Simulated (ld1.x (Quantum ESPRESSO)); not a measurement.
# How hard is this hafnium ultrasoft potential?

ld1.x (Quantum ESPRESSO) 7.5 input, shortened:

```
&input
   title='Hf', zed=72., rel=1, dft='PZ', iswitch=3,
   config='[Xe] 4f14 5d2 6s1 6p0'
 /
 &inputp
   pseudotype=3, tm=.true., lloc=-1, rcloc=2.45,
   nlcc=.true.,
   which_augfun='PSQ', rmatch_augfun_nc=.true.
 /
6
6S  1  0   1.00   0.00  2.60  3.15  0.0
6S  1  0   0.00   0.45  2.60  3.15  0.0
5P  2  1   6.00   0.00  2.15  2.50  0.0
6P  3  1   0.00   0.00  2.15  2.50  0.0
5D  3  2   2.00   0.00  2.55  2.95  0.0
5D  3  2   0.00   1.40  2.55  2.95  0.0
 &test
   configts(1)='5p6 5d2 6s1 6p0'
 /
```

The pseudo-atom Hamiltonian at the reference potential is diagonalised in spherical Bessel functions j_l(qr) that vanish at 20 bohr, with q² up to the cutoff. All-electron valence levels (Ry): 6s -0.8277, 5p -3.1412, 6p -0.4794, 5d -0.6971.

How do the lowest levels (Ry) of each channel move with the cutoff, and are there ghosts?

```
cutoff (Ry)     s #1     p #1     p #2     d #1     f #1    f #2  Σ f·Δε (mRy)
          8  -0.8277  -3.1200  -0.4006  -0.6585  -0.0662  0.0232         204.6
         10  -0.8277  -3.1350  -0.4099  -0.6936  -0.0662  0.0231          44.4
         12  -0.8277  -3.1398  -0.4211  -0.6966  -0.0662  0.0230           9.2
         15  -0.8277  -3.1408  -0.4488  -0.6967  -0.0662  0.0230           3.1
         18  -0.8277  -3.1409  -0.4688  -0.6970  -0.0662  0.0230           2.1
         21  -0.8277  -3.1411  -0.4774  -0.6970  -0.0662  0.0230           0.8
         25  -0.8277  -3.1412  -0.4785  -0.6970  -0.0662  0.0230           0.3
         30  -0.8277  -3.1412  -0.4789  -0.6970  -0.0662  0.0230           0.2
        400  -0.8277  -3.1412  -0.4794  -0.6971  -0.0662  0.0230           0.0
```

Result: no extra level below or beside the all-electron valence levels (s, p, d, f tested); 10 mRy is reached at 12 Ry and 1 mRy at 21 Ry.

The cutoffs count occupied waves only; the empty 6p level needs 21 Ry at the loose tolerance. Test run stopped at test 4 of 9 (negative rho), 1 before it not solved.
